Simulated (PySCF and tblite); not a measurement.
2 regioisomers of C₅H₇ClO₂:

| isomer | SMILES |
| --- | --- |
| A | [O:1]=[C:2]1[CH2:3][C@H:4]([Cl:5])[CH2:6][CH2:7][O:8]1 |
| B | [O:1]=[C:2]1[CH2:3][CH2:4][C@H:5]([Cl:6])[CH2:7][O:8]1 |

Computed spectrum of one of them (conformer average at 298.15 K; GFN2-xTB geometries, energies OLYP/def2-SVP (IEF-PCM, acetonitrile) (D3(BJ) added where defined), GIAO shieldings wB97X-D/pcSseg-1 (IEF-PCM, acetonitrile); references on GFN2-xTB geometries), in ppm: ¹H (against TMS): 4.91 (1H), 4.75 (1H), 4.57 (1H), 3.16 (1H), 2.66 (1H), 2.38 (1H), 2.20 (1H). ¹³C (against TMS): 178.2 (1C), 78.6 (1C), 61.6 (1C), 32.4 (1C), 31.4 (1C). Of the H, only those on carbon are given.

Task: Which isomer is it?

Result: B. Signals are matched in order of shift, without assignment. After a straight-line scaling (slope 0.85 to 1.15) of computed carbon shifts, the largest errors are A 12.2 ppm (at 78.6), B 0.2 ppm (at 61.6). Assigned: ¹H (against TMS): 4.91 (H7a, 1H), 4.75 (H7b, 1H), 4.57 (H5, 1H), 3.16 (H3a, 1H), 2.66 (H3b, 1H), 2.38 (H4a, 1H), 2.20 (H4b, 1H). ¹³C (against TMS): 178.2 (C2), 78.6 (C7), 61.6 (C5), 32.4 (C4), 31.4 (C3). For comparison, at another level (GFN2-xTB geometries, energies PBE0/def2-SVP (IEF-PCM, dichloromethane) (D3(BJ) added where defined), GIAO shieldings wB97X-D/pcSseg-1 (IEF-PCM, dichloromethane)) the isomers give: A: ¹H (against TMS): 5.02 (H7a, 1H), 4.62 (H7b, 1H), 4.59 (H4, 1H), 3.13 (H3a, 1H), 2.88 (H3b, 1H), 2.23 (H6a, 1H), 1.98 (H6b, 1H). ¹³C (against TMS): 176.2 (C2), 67.9 (C7), 61.5 (C4), 45.1 (C3), 35.5 (C6). B: ¹H (against TMS): 4.85 (H7a, 1H), 4.73 (H7b, 1H), 4.49 (H5, 1H), 3.15 (H3a, 1H), 2.64 (H3b, 1H), 2.31 (H4a, 1H), 2.18 (H4b, 1H). ¹³C (against TMS): 177.2 (C2), 78.2 (C7), 61.1 (C5), 32.4 (C4), 31.2 (C3).

Shifts are unscaled: against experiment ¹³C can be off by 15 ppm or more and ¹H by 0.8 ppm.
